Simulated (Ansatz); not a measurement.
`C=CB(Cl)CO` + `CC[SeH]` → `C=C[Se]CC` + `OCBCl`  (substitution at a C–B bond)

Gas-phase electronic energies from Ansatz, PBE0-D4/def2-TZVP geometries. CBS: MP2 limit from def2 TZ/QZ plus the TZ coupled-cluster correction, frozen cores. DFT in def2-TZVPP. B3LYP here is the variant with VWN-RPA as its local correlation; programs differ in this. For Se outer-core shells are correlated without core-valence functions, which leaves a few kJ/mol of doubt a bond. Scalar relativity is left out up to krypton. One conformer a species, not always the lowest.

`C=CB(Cl)CO`:

Z-matrix (Å, degrees):
```
C
O 1 1.419
B 1 1.568 2 116.4
H 1 1.102 2 111.6 3 127.4
H 1 1.098 2 106.2 3 -119.6
H 2 0.960 1 108.5 3 -60.4
C 3 1.541 1 123.6 2 -3.2
Cl 3 1.766 1 116.0 2 176.9
C 7 1.335 3 124.0 1 173.6
H 7 1.089 3 117.8 1 -6.2
H 9 1.086 7 121.1 3 0.4
H 9 1.086 7 122.3 3 -179.6
```

`CC[SeH]`:

```xyz
9

C     0.972    0.146    0.010
C    -0.399   -0.178   -0.540
Se   -1.673   -0.795    0.814
H     1.646    0.444   -0.799
H     1.406   -0.715    0.520
H     0.926    0.969    0.726
H    -0.358   -1.006   -1.250
H    -0.846    0.672   -1.054
H    -1.673    0.462    1.573
```

`C=C[Se]CC`:

Cartesian coordinates in Å:
```
C -1.122 1.393 -0.857
C -0.074 1.880 -0.205
Se 1.029 1.033 1.067
C 0.264 -0.758 1.050
C 0.673 -1.588 -0.149
H -1.665 2.021 -1.554
H -1.481 0.379 -0.731
H 0.248 2.904 -0.369
H -0.819 -0.646 1.131
H 0.612 -1.204 1.984
H 1.754 -1.736 -0.170
H 0.195 -2.572 -0.111
H 0.385 -1.108 -1.085
```

`OCBCl`:

Cartesian coordinates in Å:
```
O -1.122 -1.039 0.404
C 0.123 -0.653 -0.121
B 0.499 0.850 -0.146
Cl -0.616 2.042 0.483
H -1.582 -0.248 0.701
H 0.224 -1.021 -1.157
H 0.937 -1.169 0.419
H 1.538 1.236 -0.583
```

Question: Is it downhill or uphill in electronic energy at CCSD(T)/CBS, and by how much? (Best estimate.)

Answer: Ansatz gave: Uphill: ΔE = +0.49 eV.

Question: What do these levels give: PBE-D4, B3LYP-D4, B2PLYP, B3LYP, HF/def2-TZVPP, MP2/CBS(def2)? (Estimate.)

Answer: Ansatz gave: PBE-D4 0.42, B3LYP-D4 0.49, B2PLYP 0.50, B3LYP 0.52, HF/def2-TZVPP 0.67, MP2/CBS(def2) 0.44 eV.

Largest T1 diagnostic among the species: 0.012.

In def2-TZVPP, CCSD(T) changes the Hartree–Fock value by −0.18 eV (the triples alone add −0.03 eV) and MP2 by −0.23 eV. From PBE to PBE0 (25 % exact exchange), in def2-TZVPP and without D4, ΔE moves by +0.06 eV.
